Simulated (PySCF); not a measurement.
## Two-component Hartree-Fock for Mn (manganese, neutral)

Start: [Ar] 3d6 4s1; 3d3/2 filled at m_j = +3/2; 3d5/2 filled at m_j = -3/2, -1/2, +1/2, +3/2, +5/2; 4s1/2 filled at m_j = +1/2. Calculated with PySCF 2.14 in x2c-TZVPall-2c (6s7p4d1f, 54 functions): generalised Hartree-Fock with the X2C-1e Hamiltonian and a Gaussian nucleus; one run each with spin-orbit coupling (SO) switched off, then screened by Boettger's factors. This is a chosen level, not necessarily the ground level.

| spinor shell | electrons | ε, spin-free (eV) | ε, screened SO (eV) | weight of nominal j (screened SO) | rms radius, screened SO (bohr) |
| --- | --- | --- | --- | --- | --- |
| 1s1/2 | 2 | -6593.9 | -6593.8 | 1.000 | 0.0703 |
| 2s1/2 | 2 | -798.36 | -798.33 | 1.000 | 0.302 |
| 2p1/2 | 2 | -672.03 | -679.49 | 0.989 | 0.271 |
| 2p3/2 | 4 | -672.03 | -668.35 | 0.994 | 0.274 |
| 3s1/2 | 2 | -100.60 | -100.58 | 1.000 | 0.921 |
| 3p3/2 | 4 | -63.111 | -62.490 | 0.830 | 0.999 |
| 3p1/2 | 2 | -63.111 | -64.331 | 0.660 | 0.997 |
| 3d5/2 | 5 | -10.422 | -11.339 | 0.591 | 1.45 |
| 4s1/2 | 1 | -6.294 | -6.293 | 0.999 | 3.79 |
| 3d3/2 | 1 | -10.422 | -5.795 | 0.791 | 1.76 |

```
   quantity    spin-free  screened SO
E (hartree)  -1157.23894  -1157.25534
        M_J          9/2          9/2
       ⟨J²⟩       24.774       24.775
       ⟨L²⟩        6.008        6.012
       ⟨S²⟩        8.766        8.763
```

Each row is a mean over spinors that exchange with the open shell spreads, by up to 13.304 eV (3p3/2).

Rows whose weight is well below 1 are mixtures of j = l ± 1/2: exchange outweighs spin-orbit coupling there, and the label is only the starting occupation.

Without spin-orbit coupling the j labels of p, d and f shells carry no meaning; the spin-free column gives the mean over the occupied spinors of each nl shell.
